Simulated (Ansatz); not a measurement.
Reaction (ligand exchange at the Si–O bond): `N[SiH](O)F` + NH₃ → `N[SiH](N)F` + H₂O

Isolated molecules relaxed with PBE0-D4/def2-TZVP in Ansatz; ΔE leaves out vibrations. CBS: MP2 limit from def2 TZ/QZ plus the TZ coupled-cluster correction, frozen cores. This one scheme is used for every species. Functionals use def2-TZVPP. Each species was taken in one conformer, which may not be the lowest.

`N[SiH](O)F`:

Z-matrix (Å, degrees):
```
Si
O 1 1.629
F 1 1.596 2 112.6
N 1 1.699 2 110.7 3 116.3
H 1 1.474 2 104.5 3 -115.6
H 2 0.959 1 117.0 3 -71.5
H 4 1.007 1 120.5 2 -153.1
H 4 1.006 1 121.6 2 56.5
```

NH₃:

Z-matrix (Å, degrees):
```
N
H 1 1.013
H 1 1.013 2 107.1
H 1 1.013 2 107.1 3 -114.5
```

`N[SiH](N)F`:

Cartesian coordinates in Å:
```
N -0.804 1.023 0.621
Si -0.299 -0.242 -0.395
N 1.315 -0.595 -0.024
F -1.364 -1.407 -0.112
H -1.779 1.171 0.819
H -0.262 1.865 0.713
H -0.351 -0.045 -1.863
H 1.914 -1.062 -0.684
H 1.629 -0.707 0.926
```

H₂O:

Z-matrix (Å, degrees):
```
O
H 1 0.960
H 1 0.960 2 105.1
```

Problem. Is it downhill or uphill in electronic energy at CCSD(T)/CBS, and by how much? (Best estimate.)

Solution. Computed: Uphill: ΔE = +0.43 eV.

Problem. What do these levels give: B97M-V, ωB97X-V, revPBE, PBE0, BHLYP, CCSD(T)/def2-TZVPP? (An estimate is asked.)

Solution. Computed: B97M-V 0.49, ωB97X-V 0.45, revPBE 0.45, PBE0 0.44, BHLYP 0.49, CCSD(T)/def2-TZVPP 0.46 eV.

Largest T1 diagnostic among the species: 0.011.

In def2-TZVPP, CCSD(T) changes the Hartree–Fock value by −0.06 eV (the triples alone add −0.00 eV) and MP2 by −0.06 eV. Leaving LDA and LC-ωPBE aside and taking each functional with its dispersion term where it has one, the values, not all of them listed here, spread over 0.09 eV, from revPBE-D4 to B97M-V.
